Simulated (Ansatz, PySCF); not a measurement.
Reaction (SMILES): C#N (CHN) [formonitrile] → [C-]#[NH+] (CHN)
Each molecule is optimised on its own at B3LYP-D3(BJ)/def2-TZVP (Ansatz, a program for electronic structure).

Quantity: isomerisation energy (electronic energy difference), in kcal/mol. Cores are frozen in the correlated levels unless marked. No spin-orbit coupling. No relativistic terms. CBS(X,Y): correlation extrapolated as X^-3; Hartree-Fock from the larger set (for Q and 5 zeta extrapolated as (X+1)exp(-9√X)). [CCSD(T)-MP2]/basis is that difference in the basis named.

```json
[
 {"level": "M06-L-D4/def2-TZVPD", "program": "PySCF + dftd4", "isomerisation energy (kcal/mol)": "15.6", "minus last row": "0.7"},
 {"level": "TPSSh-D4/def2-TZVPD", "program": "PySCF + dftd4", "isomerisation energy (kcal/mol)": "14.8", "minus last row": "-0.1"},
 {"level": "MP2/6-31G", "program": "Ansatz", "isomerisation energy (kcal/mol)": "21.4", "minus last row": "6.5"},
 {"level": "CCSD(T)/aug-cc-pVDZ", "program": "Ansatz", "isomerisation energy (kcal/mol)": "14.3", "minus last row": "-0.6"},
 {"level": "CCSD(T)/cc-pVDZ", "program": "PySCF", "isomerisation energy (kcal/mol)": "15.6", "minus last row": "0.7"},
 {"level": "RI-MP2/CBS(def2-TZVPPD,def2-QZVPPD)+[CCSD(T)-MP2]/def2-SVPD", "program": "Ansatz", "isomerisation energy (kcal/mol)": "14.5", "minus last row": "-0.4"},
 {"level": "CCSD(T)/CBS(cc-pVQZ,cc-pV5Z)", "program": "Ansatz", "isomerisation energy (kcal/mol)": "14.9", "minus last row": "0.0"}
]
```
